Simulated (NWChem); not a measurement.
C2H9NSi; SMILES CC[SiH2]N

```xyz
13

Si    -0.5719    -0.7217     0.1639
N      0.9289    -1.5244    -0.1939
C     -0.5086     1.0640    -0.4272
C      0.6043     1.9007     0.2000
H     -1.6356    -1.4859    -0.5590
H     -0.9413    -0.7058     1.6247
H      1.7763    -1.2211     0.2744
H      0.9232    -2.5360    -0.2674
H     -0.4054     1.0487    -1.5259
H     -1.4944     1.5161    -0.2173
H      0.5197     1.9353     1.2987
H      0.5888     2.9418    -0.1600
H      1.5993     1.4928    -0.0418
```
Atoms are numbered in this order, from 1.

All runs: NWChem. Geometry: optimised at PBE0/def2-SVP. Ions are spin-unrestricted doublets at the neutral geometry; other ion states weren't tried.

### Question
Among these, which level gives the lowest value of “ΔSCF minus −ε(HOMO) (eV)”?
(A) Hartree-Fock/def2-SVP
(B) BHandHLYP/def2-SVP
(C) LRC-wPBEh/def2-SVP
(D) B3LYP/def2-SVP

### Answer
A, Hartree-Fock/def2-SVP. Values: Hartree-Fock/def2-SVP -2.11; LRC-wPBEh/def2-SVP 0.50; BHandHLYP/def2-SVP 0.99; B3LYP/def2-SVP 2.48
